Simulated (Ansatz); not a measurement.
Isomers of C2H6Si. Gas-phase values, no solvent. Strings in code marks are SMILES.

Quantity: electronic energy of isomers of C2H6Si relative to `C=C[SiH3]`, in eV. The restricted reference of `CC=[SiH2]` and `C=[SiH]C` is unstable towards unrestricted orbitals.

A: `CC=[SiH2]`
B: `C=[SiH]C`
C: `C1C[SiH2]1`

Problem. Order them by electronic energy of isomers of C2H6Si relative to `C=C[SiH3]` (lowest first) at the level frozen-core CCSD(T)/cc-pVTZ // B3LYP-D3(BJ)/def2-TZVP (Ansatz, a program for electronic structure).

Solution. B (0.345 eV), C (0.374 eV), A (0.78 eV)
